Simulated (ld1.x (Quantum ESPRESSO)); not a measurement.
# Reading a pseudo-wave (tantalum)

Columns: radius, all-electron u(r) and pseudo u(r) of the 6s shell (level -5.47 eV) of tantalum in the configuration [Xe] 4f14 5d3 6s2 6p0; PBEsol, scalar-relativistic, ultrasoft scheme, ld1.x (Quantum ESPRESSO) 7.5.

| r (bohr) | all-electron | pseudo |
| --- | --- | --- |
| 0.200 | 0.0670 | -0.0743 |
| 0.400 | -0.1670 | -0.1476 |
| 0.600 | 0.1075 | -0.2188 |
| 0.800 | 0.2835 | -0.2869 |
| 1.000 | 0.2539 | -0.3509 |
| 1.200 | 0.1087 | -0.4099 |
| 1.400 | -0.0705 | -0.4632 |
| 1.600 | -0.2387 | -0.5099 |
| 1.800 | -0.3768 | -0.5496 |
| 2.000 | -0.4808 | -0.5815 |
| 2.200 | -0.5527 | -0.6055 |
| 2.400 | -0.5973 | -0.6210 |
| 2.600 | -0.6198 | -0.6281 |
| 2.800 | -0.6247 | -0.6265 |
| 3.000 | -0.6163 | -0.6163 |
| 3.200 | -0.5978 | -0.5978 |
| 3.400 | -0.5721 | -0.5721 |
| 3.600 | -0.5416 | -0.5416 |
| 3.800 | -0.5081 | -0.5081 |
| 4.000 | -0.4730 | -0.4730 |
| 4.200 | -0.4374 | -0.4374 |
| 4.400 | -0.4022 | -0.4022 |
| 4.600 | -0.3680 | -0.3680 |
| 4.800 | -0.3354 | -0.3354 |
| 5.000 | -0.3046 | -0.3046 |
| 5.200 | -0.2759 | -0.2759 |

How many radial nodes do the two functions have?

The all-electron 6s function has n − l − 1 = 5 (the table is too coarse to show those close to the nucleus); the pseudo-wave has 0, since the states of the same l below it are removed with the core.

At about which radius was the pseudo-wave matched?

3.10 bohr, where the columns begin to agree (steps of 0.20 bohr).

Is the pseudo-wave norm-conserving?

No, it belongs to an ultrasoft set: the norm inside the radius is not constrained, and the difference is carried by the augmentation charge.
